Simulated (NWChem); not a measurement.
Species: BHBr$_{2}$; SMILES BrBBr

Program: NWChem. Structure relaxed at the PBE-D3(BJ)/def2-SVP level. B3LYP is NWChem's, with the RPA form of VWN correlation.

For level B3LYP/def2-TZVPP:

highest occupied level (eV): -8.28
dipole (D): 0.35

### Question
Estimate the same quantities for level B3LYP/def2-SVP.

### Answer
The highest occupied level (eV) is -8.10 and the dipole (D) is 0.24.
